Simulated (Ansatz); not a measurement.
Harmonic frequencies (cm⁻¹) at PBE0-D4/def2-TZVP from Ansatz: 83, 92, 147, 255, 357, 498, 588, 640, 712, 894, 1009, 1059, 1247, 1462, 2017, 2520, 2594, 3968.

Each molecule was computed in one conformer, which needn't be the lowest.

(1) Which molecule is it?
A. `B1OCO1`
B. `N[SiH2]SS`
C. `B/N=C(/F)S`
D. `B[O][AlH][OH]`

Answers

(1) D.
